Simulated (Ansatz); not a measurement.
System: BN, charge 0, multiplicity 3. 
Structure (B3LYP-D3(BJ)/def2-TZVP (Ansatz, a first-principles code) minimum search):
```xyz
2

B      0.0000     0.0000    -0.7688
N      0.0000     0.0000     0.5492
```
Charge 0, spin multiplicity 3.

Basis-set convergence of Hartree-Fock and CCSD correlation energies (hartree) with Ansatz. Valence correlation only, unless marked. UHF or UKS for open shells. Spin-orbit coupling is left out. No relativistic terms.

```tsv
basis	functions	E(HF)	E(corr, CCSD)
cc-pVDZ	28	-78.99688	-0.19911
cc-pVTZ	60	-79.01511	-0.23889
cc-pVQZ	110	-79.02066	-0.25227
cc-pV5Z	182	-79.02174	-0.25682
```

Extrapolating the two largest sets (X = 4 and 5) as X^-3: E(corr) = (125·(-0.25682) - 64·(-0.25227))/61 = -0.2616 Eh, an estimate of the basis-set limit. The largest set recovers 98.2 % of it, the smallest 76.1 %.
